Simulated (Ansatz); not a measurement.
CH5NO2W (`[CH3][W]([NH2])(=[O])=[O]`). Charge 0, multiplicity 1. Correlated methods include outer-core shells of W, which these sets cover unevenly. W: def2 effective core potential.

```xyz
10

C    -0.437    0.755   -1.301
W    -0.084    0.286    0.733
N     0.736   -1.468    0.813
O     0.955    1.511    1.314
O    -1.618    0.313    1.483
H    -0.904    1.741   -1.378
H     0.504    0.773   -1.856
H    -1.107    0.018   -1.751
H     0.225   -2.314    1.022
H     1.730   -1.614    0.922
```

Problem. Give the diagnostics of a CCSD(T)/def2-TZVPP run (frozen core, Ansatz). (Estimate.)

Solution. Ansatz gave: T1 = 0.0225, largest single amplitude 0.059, largest double 0.042, (T) share of the correlation energy 5.3 %, 12 CCSD cycles. The RHF solution is stable towards an unrestricted one. T1 lies over the customary mark of 0.02 for closed shells; compounds of d metals often pass it without a breakdown.
